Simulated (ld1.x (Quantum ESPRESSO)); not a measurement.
Configuration tests for lead (TM semilocal)

```
Element                 : Pb
Generator               : ld1.x (Quantum ESPRESSO) 7.5
Type                    : norm-conserving Troullier–Martins (semilocal form)
Functional              : PBE
Relativity              : scalar-relativistic
Frozen core             : [Xe] 4f14 5d10
Valence charge          : 4
Reference configuration : 6s1.75 6p2.25
Partial waves           : 6s (bound): rc 1.50 bohr; 6p (bound): rc 2.75 bohr
Local potential         : the p channel
Core correction         : none
```

Energies are relative to the spin-unpolarised reference configuration 6s1.75 6p2.25; without spin polarisation the order of configurations can differ from experiment.

```tsv
valence configuration	charge	ΔE all-electron (eV)	error AE − PS (meV)
6s2 6p2	0	-2.148	+1.7
6s2 6p1	+1	4.428	+22
6s2 6p2.3	-0.3	-2.947	+0.9
6s0 6p4	0	15.687	+147
6s1 6p3	0	6.589	+14
6s1 6p2	+1	13.955	-3.3
```

(1) What are ΔE and the potential's error for 6s2 6p0?

Levels in the configuration 6s2 6p1:

| level | all-electron (eV) | pseudo (eV) |
| --- | --- | --- |
| 6s | -19.227 | -19.241 |
| 6p | -9.856 | -9.809 |

Answers

(1) ΔE = 17.872 eV all-electron; the error (AE − PS) is +123 meV.
